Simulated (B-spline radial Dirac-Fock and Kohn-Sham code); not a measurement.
# What relativity does to the binding energies of Pr¹⁰⁺

System: Pr¹⁰⁺, [Kr] 4d10 5s2 5p1.

Both columns are ΔSCF binding energies of the configuration average from a radial B-spline solver: non-relativistic Hartree-Fock with a point nucleus, and Dirac-Fock with a finite nucleus and the Coulomb interaction alone, averaged over the two j levels with weights 2j+1.

| shell | Hartree-Fock (eV) | Dirac-Fock (eV) | shift (eV) | shift (%) |
| --- | --- | --- | --- | --- |
| 1s | 40236.3 | 42335.5 | +2099.14 | +5.22 |
| 2s | 6512.2 | 7041.9 | +529.76 | +8.13 |
| 2p | 6157.5 | 6320.2 | +162.67 | +2.64 |
| 3s | 1578.0 | 1697.3 | +119.30 | +7.56 |
| 3p | 1422.9 | 1462.1 | +39.28 | +2.76 |
| 3d | 1137.3 | 1124.0 | -13.36 | -1.17 |
| 4s | 461.9 | 489.6 | +27.75 | +6.01 |
| 4p | 400.3 | 408.4 | +8.10 | +2.02 |
| 4d | 291.0 | 287.5 | -3.53 | -1.21 |
| 5s | 174.1 | 180.8 | +6.77 | +3.89 |
| 5p | 156.7 | 158.6 | +1.91 | +1.22 |

Relativity binds 1s, 2s, 2p, 3s, 3p, 4s, 4p, 5s, 5p more strongly, among those listed most of all 2s in relative terms, and 3d, 4d more weakly, because the contracted s and p shells screen the nucleus better.

Values without a named source are computed, but for edge energies of neutral atoms, which are taken from tables.
